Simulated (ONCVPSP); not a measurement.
**rhodium, ONCV: configuration errors across variants**

* Element: rhodium
* Generator: ONCVPSP 4.0.1
* Type: optimised norm-conserving Vanderbilt (ONCV)
* Functional: revPBE
* Relativity: scalar-relativistic
* Frozen core: [Ar] 3d10
* Valence charge: 17
* Reference configuration: 4s2 4p6 4d7 5s2
* Partial waves: 4s+5s: rc 1.65 bohr, ncon 3, nbas 8, qcut 5.9 1/bohr, 3 projectors, debl 3.2 Ha; 4p: rc 1.50 bohr, ncon 4, nbas 7, qcut 10.7 1/bohr, 2 projectors, debl 3.9 Ha; 4d: rc 1.60 bohr, ncon 3, nbas 7, qcut 8.5 1/bohr, 2 projectors, debl 0.6 Ha
* Local potential: polynomial inside 1.50 bohr (lpopt 5, dvloc0 0 Ha)
* Core correction: Teter function, fcfact 4, rcfact 1.3

All-electron excitation energies from the reference (eV): (1) 4s2 4p6 4d8 5s1 -2.523; (2) 4s2 4p6 4d8 5s0 4.807; (3) 4s2 4p6 4d7 5s0 24.231; (4) 4s2 4p5 4d8 5s1 54.053.

Errors AE − PS in meV (a dash: test not solved or not reliable):

```csv
change,(1),(2),(3),(4),bound ghosts,GHOST(+) flags above zero
base,-4.1,-10,-11,-73,none,s
"core correction Teter function, fcfact 4, rcfact 1.82",-6.5,-16,-14,-77,none,s
d: rc 2.1,+0.5,-1.9,-10,-106,none,s
```

Task: Give the same row for: all radii but the core radius scaled by about 1.12 (s 1.86, p 1.68, d 1.80 bohr); local potential polynomial inside 1.68 bohr (lpopt 5, dvloc0 0 Ha).

Result: -3.3, -9.3, -12, -91; bound ghosts: none; GHOST(+) flags above zero: none.
